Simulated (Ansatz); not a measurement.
Consider the formal exchange of groups at a W–O bond: `[OH][W](=[S])(=[S])[Cl]` + CH₄ → `[CH3][W](=[S])(=[S])[Cl]` + H₂O.

Gas-phase electronic energies from Ansatz, PBE0-D4/def2-TZVP geometries. CCSD(T)/CBS is the MP2 limit (def2-TZVPP, def2-QZVPP) plus CCSD(T) − MP2 in def2-TZVPP, frozen cores. This one scheme is used for every species. Functionals use def2-TZVPP. HSE06 is defined as in plane-wave codes. Elements past krypton have def2 core potentials. For W outer-core shells are correlated without core-valence functions, which leaves a few kJ/mol of doubt a bond. One conformer a species, not always the lowest.

Q: Is it downhill or uphill in electronic energy at CCSD(T)/CBS, and by how much? (Estimate.)

A: The calculation gave: Uphill: ΔE = +101.9 kJ/mol.

Q: What do these levels give: BLYP-D4, r2SCANh-D4, HSE06-D4, B2PLYP, r2SCAN0, BHLYP, LC-ωPBE, HF/def2-SVP, CCSD/def2-SVP, CCSD/def2-TZVPP, SCS-MP2/def2-QZVPP, CCSD/CBS(def2)? (Best estimate.)

A: The calculation gave: BLYP-D4 121.8, r2SCANh-D4 117.7, HSE06-D4 109.1, B2PLYP 116.6, r2SCAN0 114.4, BHLYP 118.1, LC-ωPBE 117.7, HF/def2-SVP 116.0, CCSD/def2-SVP 111.0, CCSD/def2-TZVPP 102.3, SCS-MP2/def2-QZVPP 103.6, CCSD/CBS(def2) 100.0 kJ/mol.

Largest T1 diagnostic among the species: 0.022, so the coupled-cluster value is less sure than usual.

From PBE to PBE0 (25 % exact exchange), in def2-TZVPP and without D4, ΔE moves by −5.8 kJ/mol. At CCSD(T), def2-SVP lies +12.6 kJ/mol from the extrapolated value and def2-TZVPP +2.3 kJ/mol.
